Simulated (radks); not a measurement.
Question: The dysprosium ion Dy2+, configuration [Kr] 4d10 4f10 5s1 5p6 6s1 (not the ground configuration). Method: scalar-relativistic Kohn-Sham, r2SCAN, spin-polarised, spherical densities, finite nucleus; open shells are filled with parallel spins first (spin-orbit coupling, left out, can overturn this in heavy ions); meta-GGA in the generalised Kohn-Sham scheme; Fermi nuclear charge, rms radius 5.2218 fm; computed with a radial shooting solver on a logarithmic mesh with Libxc functionals. Some entries of the table are withheld. Estimate them.

orbital,occ.,eigenvalue (hartree),r(max) (bohr)
1s up,1,-1975.302,0.01338
1s down,1,-1975.297,0.01338
2s up,1,-330.3829,0.07600
2s down,1,-330.3807,0.07600
2p up,3,-293.1156,0.06169
2p down,3,-293.1125,0.06169
3s up,1,-74.44886,0.2152
3s down,1,-74.37128,0.2151
3p up,3,-62.94886,0.2115
3p down,3,-62.87085,0.2114
3d up,5,-48.14790,0.1732
3d down,5,-48.08673,0.1731
4s up,1,-15.55595,0.4943
4s down,1,-15.37931,0.4943
4p up,3,-11.75457,0.5162
4p down,3,-11.57791,0.5162
4d up,5,-6.55634,0.5352
4d down,5,-6.37600,0.5351
5s up,1,-2.64277,1.150
5s down,0,-2.49382,1.164
5p up,3,-1.71594,1.299
5p down,3,-1.60638,1.324
4f up,7,-0.92563,(1)
4f down,3,-0.75258,(2)
6s up,1,(3),2.961
6s down,0,(4),3.035

Answer: 
(1) 4f up r(max) (bohr): 0.5398
(2) 4f down r(max) (bohr): 0.5410
(3) 6s up eigenvalue (hartree): -0.63249
(4) 6s down eigenvalue (hartree): -0.54428
